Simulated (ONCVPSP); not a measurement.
**What the settings do to the ONCV potential of gadolinium (Gd)**

Base potential:

gadolinium (Gd), optimised norm-conserving Vanderbilt (ONCV), made with ONCVPSP 4.0.1 (LDA (Perdew-Zunger), scalar-relativistic). Core [Kr] 4d10 5s2, reference 4f7 5p6 5d1 6s2. Waves: 6s: rc 3.10 bohr, ncon 5, nbas 8, qcut 2.1 1/bohr, 2 projectors, debl 3.3 Ha; 5p: rc 1.80 bohr, ncon 3, nbas 6, qcut 5.1 1/bohr, 2 projectors, debl 1.3 Ha; 5d: rc 2.40 bohr, ncon 4, nbas 9, qcut 3.8 1/bohr, 2 projectors, debl 2.6 Ha; 4f: rc 1.45 bohr, ncon 4, nbas 9, qcut 13.2 1/bohr, 1 projector. Local part: polynomial inside 1.15 bohr (lpopt 5, dvloc0 0 Ha). Core correction: none.

All-electron outer shells of the reference configuration (LDA (Perdew-Zunger), scalar-relativistic, ld1.x):

| shell | level (eV) | outermost node (bohr) | outermost maximum (bohr) |
| --- | --- | --- | --- |
| 5s | -49.86 | 0.65 | 1.20 |
| 5p | -27.36 | 0.70 | 1.35 |
| 4f | -8.90 | – | 0.56 |
| 6s | -4.27 | 1.60 | 3.33 |
| 5d | -2.69 | 0.79 | 1.97 |

Cutoffs, loose and tight: the cutoffs (Ha) at which the residual kinetic energy of the hardest occupied pseudo-wave falls to 1 and 0.1 mHa per electron. They do not see the model core or the augmentation charge, which bear on the density cutoff. Test errors are all-electron minus pseudo excitation energies from the reference, over the configurations 4f7 5p6 5d1 6s1; 4f7 5p6 5d1 6s0; 4f7 5p6 5d0 6s0; 4f7 5p6 5d1 6s1 6p1. A dash means not determined; rows that change the core or the reference have their own tests. The largest error is taken over the tests solved by every variant that gives reliable tests at all: 4f7 5p6 5d1 6s0; 4f7 5p6 5d1 6s1; 4f7 5p6 5d1 6s1 6p1.

A true bound ghost makes a file unfit for plane-wave use even where its test errors are small: the radial tests pick states by their node count and pass the ghost by.

```json
{"change": "base", "outcome": "generated", "cutoff, loose": "69 Ha", "cutoff, tight": "75 Ha", "bound ghosts": "s, d", "GHOST(+) flags above zero": "s, p", "largest test error (meV)": "-7.3"}
{"change": "d: rc 1.68", "outcome": "generated", "cutoff, loose": "69 Ha", "cutoff, tight": "75 Ha", "bound ghosts": "s", "GHOST(+) flags above zero": "s, p", "largest test error (meV)": "-7.9"}
{"change": "d: rc 2.06", "outcome": "generated", "cutoff, loose": "69 Ha", "cutoff, tight": "75 Ha", "bound ghosts": "s", "GHOST(+) flags above zero": "s, p", "largest test error (meV)": "-7.7"}
{"change": "d: rc 2.22", "outcome": "generated", "cutoff, loose": "69 Ha", "cutoff, tight": "75 Ha", "bound ghosts": "s", "GHOST(+) flags above zero": "s, p", "largest test error (meV)": "-7.5"}
{"change": "d: rc 2.62", "outcome": "generated", "cutoff, loose": "69 Ha", "cutoff, tight": "75 Ha", "bound ghosts": "s", "GHOST(+) flags above zero": "s, p, d", "largest test error (meV)": "-7.3"}
{"change": "d: rc 2.9", "outcome": "generated", "cutoff, loose": "69 Ha", "cutoff, tight": "75 Ha", "bound ghosts": "s", "GHOST(+) flags above zero": "s, p, d", "largest test error (meV)": "-7.8"}
{"change": "d: rc 3.1", "outcome": "generated", "cutoff, loose": "69 Ha", "cutoff, tight": "75 Ha", "bound ghosts": "s", "GHOST(+) flags above zero": "s, p, d", "largest test error (meV)": "-8.7"}
{"change": "d: rc 3.4", "outcome": "generated", "cutoff, loose": "69 Ha", "cutoff, tight": "75 Ha", "bound ghosts": "s", "GHOST(+) flags above zero": "s, p, d", "largest test error (meV)": "-12"}
```

Reading the sweep of the d radius (base included, trends over the rows without a ghost): Bound ghosts are found at 1.68, 2.06, 2.22, 2.4, 2.62, 2.9, 3.1, 3.4 bohr. Every judged row has one, so this setting neither creates nor removes them.
